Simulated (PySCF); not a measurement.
Job file and geometry (Å, from GFN2-xTB) of an NMR shielding run on SMILES CC(C)P(C)CCP, C6H16P2, GIAO PBE0/pcSseg-1 NMR shielding, non-relativistic, gas phase in PySCF; density fitting, a coarse starting grid and PySCF grid level 2 are the driver's defaults:

```
$ OMP_NUM_THREADS=1 python probes_run.py task.json out

{"job": {"kind": "nmr", "xc": "PBE0", "basis": "pcSseg-1"}, "charge": 0, "multiplicity": 1}
C     -1.797003     1.595990    -0.803133
C     -0.940946     0.686017     0.073654
C     -1.804649    -0.149723     1.008644
P      0.203538    -0.259078    -1.067287
C     -0.796596    -1.769860    -1.457893
C      1.384641    -1.016049     0.147567
C      2.313787     0.087923     0.642522
P      2.258546     1.466876    -0.600101
H     -1.157488     2.210582    -1.434386
H     -2.448335     1.005639    -1.446267
H     -2.418650     2.250207    -0.193901
H     -0.272627     1.318835     0.673162
H     -2.557609    -0.702878     0.451508
H     -2.320238     0.506129     1.709577
H     -1.209323    -0.853007     1.587730
H     -0.210095    -2.390119    -2.134879
H     -1.046955    -2.346172    -0.569568
H     -1.707527    -1.472917    -1.973940
H      1.952939    -1.765767    -0.412733
H      0.871973    -1.530175     0.964777
H      3.337536    -0.264358     0.792463
H      1.961237     0.496900     1.594828
H      2.979292     0.801937    -1.589592
H      3.412817     2.112830    -0.121730
```

Problem. What does the program print?

Solution. 
```
coarse grid: 19688 points
cycle   1  E = -920.2288817702  dE =  6.016e-01  |g| = 4.735e-01  |ddm| = 4.321e+00
cycle   2  E = -920.2137441494  dE =  1.514e-02  |g| = 5.359e-01  |ddm| = 9.651e-01
cycle   3  E = -920.2889746601  dE = -7.523e-02  |g| = 5.097e-02  |ddm| = 5.396e-01
cycle   4  E = -920.2895597155  dE = -5.851e-04  |g| = 2.366e-02  |ddm| = 1.023e-01
cycle   5  E = -920.2896957459  dE = -1.360e-04  |g| = 5.371e-03  |ddm| = 2.818e-02
cycle   6  E = -920.2897024085  dE = -6.663e-06  |g| = 1.802e-03  |ddm| = 8.903e-03
final grid: 177056 points
cycle   7  E = -920.3400842244  dE = -5.247e-05  |g| = 1.113e-02  |ddm| = 4.196e-02
cycle   8  E = -920.3400672310  dE =  1.699e-05  |g| = 1.376e-02  |ddm| = 2.212e-02
cycle   9  E = -920.3401160773  dE = -4.885e-05  |g| = 6.523e-04  |ddm| = 1.346e-02
cycle  10  E = -920.3401161828  dE = -1.054e-07  |g| = 2.357e-04  |ddm| = 1.219e-03
cycle  11  E = -920.3401161956  dE = -1.285e-08  |g| = 6.455e-05  |ddm| = 2.677e-04
cycle  12  E = -920.3401161966  dE = -1.007e-09  |g| = 2.079e-05  |ddm| = 1.111e-04
cycle  13  E = -920.3401161967  dE = -1.144e-10  |g| = 4.117e-06  |ddm| = 2.795e-05
converged SCF energy = -920.3401161967

GIAO shielding tensors (ppm)
atom      isotropic    diamagn.    paramagn.     s11        s22        s33       span
  0 C      166.341     246.793     -80.452    147.898    162.846    188.278     40.380
  1 C      162.736     250.526     -87.790    156.364    164.202    167.643     11.279
  2 C      170.728     248.006     -77.278    160.940    165.125    186.120     25.179
  3 P      386.772     967.506    -580.734    337.286    371.554    451.475    114.188
  4 C      179.623     253.949     -74.326    173.537    176.567    188.766     15.229
  5 C      161.250     253.956     -92.705    143.956    160.271    179.524     35.568
  6 C      173.750     252.360     -78.611    159.102    173.950    188.196     29.094
  7 P      510.445     964.857    -454.412    448.607    522.229    560.500    111.893
  8 H       30.082      29.657       0.425     24.642     28.813     36.789     12.147
  9 H       31.062      30.823       0.240     26.497     29.971     36.719     10.222
 10 H       30.574      29.232       1.341     25.748     27.568     38.404     12.656
 11 H       29.947      33.323      -3.377     25.463     29.466     34.911      9.449
 12 H       31.163      31.902      -0.739     26.808     29.946     36.736      9.929
 13 H       30.512      30.266       0.246     25.750     27.609     38.176     12.426
 14 H       30.614      32.207      -1.593     24.897     30.303     36.642     11.745
 15 H       31.011      31.015      -0.004     25.955     28.094     38.984     13.029
 16 H       30.914      32.670      -1.756     26.567     29.423     36.754     10.187
 17 H       31.078      31.685      -0.607     25.694     29.151     38.390     12.695
 18 H       30.259      33.411      -3.152     24.737     29.260     36.781     12.044
 19 H       30.017      33.579      -3.562     26.214     29.067     34.770      8.555
 20 H       29.123      30.251      -1.129     22.871     27.112     37.384     14.513
 21 H       30.207      32.057      -1.850     25.878     28.283     36.461     10.583
 22 H       29.265      30.496      -1.231     24.126     27.247     36.422     12.296
 23 H       28.726      28.676       0.051     23.803     25.053     37.322     13.519
```

Size and cost of the density-fitted run: 230 basis functions, 49 s wall time on 1 thread of an Arm Neoverse V2, shared host; peak memory 1.1 GiB.
